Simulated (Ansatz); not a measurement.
Molecule: sum formula SiNH3F3, charge 1, multiplicity 1. It need not be the lowest isomer of its formula. 
Coordinates optimised at B3LYP-D3(BJ)/def2-TZVP (Ansatz, a program for electronic structure):
```xyz
8

N     -1.6603    -0.0298     0.0444
Si     0.1889     0.0034    -0.0050
F      0.5580    -1.2135    -0.8898
F      0.6020    -0.1355     1.4816
F      0.5183     1.3791    -0.6366
H     -2.0420     0.7432     0.6012
H     -2.0695     0.0466    -0.8937
H     -2.0164    -0.8997     0.4563
```
Charge +1, spin multiplicity 1.

Basis-set convergence of Hartree-Fock and CCSD(T) correlation energies (hartree) with Ansatz. Valence correlation only, unless marked. No spin-orbit coupling. Non-relativistic.

```tsv
basis	functions	E(HF)	E(corr, CCSD(T))
cc-pV(D+d)Z	94	-643.42489	-0.85939
cc-pV(T+d)Z	201	-643.60062	-1.11873
cc-pV(Q+d)Z	374	-643.63808	-1.21052
```

Extrapolating the two largest sets (X = 3 and 4) as X^-3: E(corr) = (64·(-1.21052) - 27·(-1.11873))/37 = -1.2775 Eh, an estimate of the basis-set limit. The largest set recovers 94.8 % of it, the smallest 67.3 %.
